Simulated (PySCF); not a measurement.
NICS in isomers of C8H8FN.

Probes without a nucleus sit at each ring's centroid and 1 Å off its mean plane on both sides; NICS is minus the shielding there, NICSzz its component along the normal. Level: GIAO PBE0/pcSseg-1 (PySCF, non-relativistic, gas phase) on the GFN2-xTB geometries, one conformer each. Atom numbers follow the mapped SMILES.

Task: Order these rings by mean NICS(1)zz, lowest (most negative) first (ppm).
A. ring C3–C4–C5–C6–C7–C10 in `[CH2:1]=[N:2][c:3]1[cH:4][cH:5][cH:6][c:7]([CH2:8][F:9])[cH:10]1`
B. ring C3–C4–C5–C6–C8–C9 in `[CH2:1]=[N:2][c:3]1[cH:4][cH:5][c:6]([CH3:7])[cH:8][c:9]1[F:10]`
C. ring C3–C4–C5–C7–C8 in `[CH2:1]=[CH:2][C@@H:3]1[CH2:4][C:5]([F:6])=[CH:7][C@@H:8]1[C:9]#[N:10]`
D. ring C4–C5–C6–C7–C8–C9 in `[N:1]#[C:2][CH2:3][C:4]1=[CH:5][CH2:6][CH:7]=[CH:8][C@@H:9]1[F:10]`

Result: A (-27.0), B (-25.3), C (-1.4), D (-0.1).

| SMILES | ring | NICS(0) | NICS(1) | NICS(1)zz | HOMA | rms pucker (Å) | ring atoms with four or more neighbours |
| --- | --- | --- | --- | --- | --- | --- | --- |
| C=Nc1cccc(CF)c1 | 6-membered carbocycle; formal bonds all aromatic | -8.5 | -10.7 | -27.0 | 0.99 | 0.01 | 0 |
| C=Nc1ccc(C)cc1F | 6-membered carbocycle; formal bonds all aromatic | -10.0 | -10.6 | -25.3 | 0.99 | 0.01 | 0 |
| C=C[C@@H]1CC(F)=C[C@@H]1C#N | 5-membered carbocycle; formal bonds 1 double, 4 single | -5.2 | -3.1 | -1.4 | – | 0.10 | 3 |
| N#CCC1=CCC=C[C@@H]1F | 6-membered carbocycle; formal bonds 2 double, 4 single | 0.5 | -2.3 | -0.1 | – | 0.03 | 2 |

NICS(0) gives another order. The isotropic NICS(1) gives the same order. HOMA uses Krygowski's 1993 parameters; it is left out where a ring has a four-coordinate atom, a triple bond, no multiple bond or a kind of bond without parameters. NICS(1) and NICS(1)zz are means over the two faces.
